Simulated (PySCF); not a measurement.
# Ionisation energy of Pb⁷⁹⁺ by level of theory

Pb⁷⁹⁺ [He] 2s1 (2S) → Pb⁸⁰⁺ 1s2 (1S), as a difference of total energies. All numbers are calculated (PySCF 2.14, scalar relativity by spin-free X2C-1e, in an uncontracted even-tempered set (18 s from 63 bohr⁻², ratio 2.2; 8 p from 96 bohr⁻², ratio 2.4; 5 d from 290 bohr⁻², ratio 2.4; 5 f from 430 bohr⁻², ratio 2.4; 4 g from 650 bohr⁻², ratio 2.4)). Correlated levels: nothing frozen; virtual orbitals above 40 to 60 times the deepest correlated orbital energy dropped. The calculations carry no spin-orbit coupling.

```tsv
method	ionisation energy (eV)	difference from reference (eV)
UHF	24976.5	+38.3
LDA	24960.8	+22.6
PBE	24986.2	+48.0
PBE0	24983.8	+45.6
r2SCAN	24972.3	+34.1
B3LYP	24982.7	+44.5
B97-3	24978.7	+40.5
MP2 (all electrons)	24976.7	+38.5
SCS-MP2 (all electrons)	24976.7	+38.5
```

Reference: 24938.2 ± 0.4 eV (theoretical estimate listed by NIST; NIST Atomic Spectra Database, ionization energies).

For this ion Breit and QED terms and the two-electron picture change, all absent here, outweigh the differences among the correlated methods.
